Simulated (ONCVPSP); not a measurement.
Pd: what ONCVPSP 4.0.1 does with a changed input

Command:

```bash
oncvpsp.x < Pd.dat > Pd.out
```

Input:

```
# ATOM AND REFERENCE CONFIGURATION
# atsym  z   nc   nv     iexc    psfile
  Pd 46.00    6    3  -116133      upf
#
#   n    l    f
    1    0    2.00
    2    0    2.00
    2    1    6.00
    3    0    2.00
    3    1    6.00
    3    2   10.00
    4    0    2.00
    4    1    6.00
    4    2    9.00
#
# PSEUDOPOTENTIAL AND OPTIMIZATION
# lmax
    2
#
#   l,   rc,      ep,       ncon, nbas, qcut
    0    1.15    0.00    3    6    8.10
    1    1.55    0.00    4    7   10.90
    2    1.95    0.00    4    9    7.50
#
# LOCAL POTENTIAL
# lloc, lpopt,  rc(5),   dvloc0
    4    4    0.75    2.00
#
# VANDERBILT-KLEINMAN-BYLANDER PROJECTORs
# l, nproj, debl
    0    3    0.40
    1    2    2.50
    2    2    2.80
#
# MODEL CORE CHARGE
# icmod, fcfact, rcfact
    2    0.35    1.00
#
# LOG DERIVATIVE ANALYSIS
# epsh1, epsh2, depsh
   -5.00    5.00    0.04
#
# OUTPUT GRID
# rlmax, drl
    6.00    0.50
#
# TEST CONFIGURATIONS
# ncnf
    4
# nvcnf
#   n    l    f
    3
    4    0    2.00
    4    1    6.00
    4    2   10.00
#
    3
    4    0    2.00
    4    1    6.00
    4    2    8.00
#
    3
    4    0    2.00
    4    1    6.00
    4    2    7.00
#
    3
    4    0    1.00
    4    1    6.00
    4    2   10.00
#
```

This is an input that runs to its end, with one change: drl set to 0.5 bohr.

Q: How does the run end?

A: The program runs through. Ghost flags: GHOST(+) s at 525.0 eV, GHOST(+) s at 17110.4 eV; the largest excitation error among the 4 tests with output is 175 meV, as for the unchanged input. Messages: WARNING scattering state with energy 0.25000000; WARNING wellstate: negative energy specified for n= 5 l= 0; WARNING will be used for the first projector.

```
    Total energies and differences
      AE_ref= -5.04309701D+03  AE_tst= -5.04233197D+03  dif=  7.65D-01
      PS_ref= -1.26901681D+02  PS_tst= -1.26136807D+02  dif=  7.65D-01
      PSP excitation error=  1.73D-04

Test configuration 3

   n   l     f        eae           eps        diff
   1   0  2.0000 -889.11982682
   2   0  2.0000 -131.13697587
   2   1  6.0000 -117.75098667
   3   0  2.0000  -24.88663968
   3   1  6.0000  -20.48774425
   3   2 10.0000  -13.49701406
   4   0  2.0000   -4.62923811   -4.62593454    3.30D-03
   4   1  6.0000   -3.35771565   -3.35553863    2.18D-03
   4   2  7.0000   -1.52959161   -1.52700676    2.58D-03

    Total energies and differences
      AE_ref= -5.04309701D+03  AE_tst= -5.04106968D+03  dif=  2.03D+00
      PS_ref= -1.26901681D+02  PS_tst= -1.24875851D+02  dif=  2.03D+00
      PSP excitation error=  1.50D-03

Test configuration 4

   n   l     f        eae           eps        diff
   1   0  2.0000 -888.17772590
   2   0  2.0000 -130.14093545
   2   1  6.0000 -116.75837019
   3   0  2.0000  -23.89656440
   3   1  6.0000  -19.49745008
   3   2 10.0000  -12.50320166
   4   0  1.0000   -3.61529069   -3.62540685   -1.01D-02
   4   1  6.0000   -2.35072953   -2.35919394   -8.46D-03
   4   2 10.0000   -0.57175853   -0.57139341    3.65D-04

    Total energies and differences
      AE_ref= -5.04309701D+03  AE_tst= -5.04006994D+03  dif=  3.03D+00
      PS_ref= -1.26901681D+02  PS_tst= -1.23868193D+02  dif=  3.03D+00
      PSP excitation error= -6.42D-03
```
